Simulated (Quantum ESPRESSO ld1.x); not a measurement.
Species: Au56+. Configuration: [Ar] 3d5 (the NIST ground configuration). Calculated with ld1.x of Quantum ESPRESSO 7.5: Dirac Kohn-Sham, PBE, spin-unpolarised, spherical densities, point nucleus; open shells fill j = l - 1/2 first.

Radial electron density D(r) = 4 pi r^2 rho(r):

r (bohr),D(r) (e/bohr)
0.002092,29.93
0.00234,34.55
0.002597,39.32
0.002905,44.96
0.003223,50.67
0.003605,57.27
0.004,63.76
0.004474,71.04
0.005004,78.47
0.005553,85.33
0.006211,92.45
0.006892,98.57
0.007708,104.3
0.008553,108.7
0.009567,112.0
0.01062,113.7
0.01187,113.9
0.01328,112.5
0.01474,110.1
0.01648,106.7
0.01829,103.5
0.02046,100.9
0.0227,99.95
0.02539,101.3
0.02817,105.1
0.03151,111.8
0.03524,120.4
0.03911,128.7
0.04374,136.0
0.04854,139.5
0.05429,138.2
0.06024,131.7
0.06738,120.2
0.07476,107.2
0.08362,94.14
0.09353,85.19
0.1038,82.22
0.1161,84.32
0.1288,88.70
0.1441,91.94
0.1599,90.14
0.1788,81.16
0.1984,67.08
0.2219,48.79
0.2482,31.19
0.2754,18.15
0.3081,8.741
0.3418,3.817
0.3823,1.308
0.4242,0.4032
0.4745,0.09136
0.5265,0.01842
0.5889,0.002520

D(r) has 3 maxima, at r = 0.0114, 0.0501, 0.148 bohr, and minima at 0.0227, 0.105 bohr, inside which lie 2.05, 11.20 electrons.
